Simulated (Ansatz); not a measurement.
Geometry optimisation, RKS PBE0-D4/def2-SVP (Ansatz).

input.yaml

```yaml
crystal:
  periodic: [false, false, false]
  atoms:
    - { symbol: Si, position_ang: [-0.504292, 0.0, -0.435891] }
    - { symbol: H, position_ang: [0.174331, 0.0, 2.152814] }
    - { symbol: H, position_ang: [0.705782, 0.0, 0.42941] }
    - { symbol: H, position_ang: [-0.528639, 1.22673, -1.276228] }
    - { symbol: H, position_ang: [-0.528639, -1.22673, -1.276228] }
    - { symbol: Br, position_ang: [-2.400217, 0.0, 0.835822] }
    - { symbol: H, position_ang: [-0.330826, 0.0, 2.664301] }
basis:
  gaussian: { orbitals: def2-SVP }
hamiltonian:
  xc: pbe0
  dispersion: d4
relax:
  f_tol: 0.03
  max_steps: 50
```

Command:

```bash
$ ansatz run input.yaml --threads 1 --pin off --max-ram 2048MiB --backend cpu --events-out ev --progress --plain --runs-dir out
```

**Question.** Where does it end, and by what steps?

**Answer.** The run converged. The force dipped under the threshold on the way, but the program's further checks kept it going. After 17 steps the energy has fallen by 0.296 eV; H2 moved furthest, 1.19 Å.

```tsv
step	energy less start (eV)	largest force component (eV/Å)	accepted
0	0.0000	1.387	yes
1	-0.1777	0.222	yes
2	-0.2402	0.134	yes
3	-0.2702	0.087	yes
4	-0.2800	0.115	yes
5	-0.2682	1.019	no
6	-0.2845	0.075	yes
7	-0.2897	0.053	yes
8	-0.2909	0.167	yes
9	-0.2909	0.302	yes
10	-0.1488	2.025	no
11	-0.2929	0.087	yes
12	-0.2954	0.012	yes
13	-0.2425	1.244	no
14	-0.2956	0.017	yes
15	-0.2957	0.134	yes
16	-0.2960	0.033	yes
17	-0.2961	0.001	yes
```

```xyz
7
Properties=species:S:1:pos:R:3
Si -0.593 0.000 -0.721
H 0.426 0.000 3.311
H 0.626 0.000 0.132
H -0.634 1.222 -1.571
H -0.634 -1.222 -1.571
Br -2.384 0.000 0.606
H -0.220 0.000 2.908
```

Whether the end is a true minimum wasn't checked by a vibrational analysis.

Time of the run: 39 s on 1 thread of Arm Neoverse V1, with other jobs on the host, peak memory 0.14 GiB.
